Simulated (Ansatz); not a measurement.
`[OH][Al]([OH])[Cl]` and `C#[C][Al]([OH])[OH]` differ in one atom or group.

Ansatz, PBE0-D4/def2-TZVP geometries, multiplicity 1. Each molecule was computed in one conformer, which needn't be the lowest.

| property | `[OH][Al]([OH])[Cl]` |
| --- | --- |
| ideal-gas entropy at 298 K and 1 bar (rigid rotor, harmonic PBE0-D4/def2-TZVP) / J/(mol·K) | 313 |
| HOMO–LUMO gap (B3LYP/def2-TZVPP) / eV | 7.88 |
| size of the dipole moment (ωB97M-V/def2-TZVPP) / D | 0.81 |
| HOMO–LUMO gap (PBE/def2-TZVPP) / eV | 6.10 |
| LUMO energy (B3LYP/def2-TZVPP) / eV | -1.04 |
| HOMO energy (B3LYP/def2-TZVPP) / eV | -8.92 |

**Question.** Give the same properties after the change, and the shifts. (An estimate is asked.)

**Answer.** Computed: 
```csv
property,`C#[C][Al]([OH])[OH]`,shift
"ideal-gas entropy at 298 K and 1 bar (rigid rotor, harmonic PBE0-D4/def2-TZVP) / J/(mol·K)",338,25
HOMO–LUMO gap (B3LYP/def2-TZVPP) / eV,7.17,-0.71
size of the dipole moment (ωB97M-V/def2-TZVPP) / D,1.30,0.49
HOMO–LUMO gap (PBE/def2-TZVPP) / eV,5.56,-0.54
LUMO energy (B3LYP/def2-TZVPP) / eV,-0.86,0.18
HOMO energy (B3LYP/def2-TZVPP) / eV,-8.04,0.88
```

With PBE0 the HOMO rises by 0.91 eV and the LUMO rises by 0.07 eV, so the gap narrows by about 0.84 eV. PBE moves the HOMO by 0.60 eV and ωB97M-V by 0.93 eV. The zero-point energy changes by 45.3 kJ/mol with +6 modes. Dipoles are sizes alone; their direction can turn.

B3LYP here is the variant with VWN-RPA as its local correlation; programs differ in this.
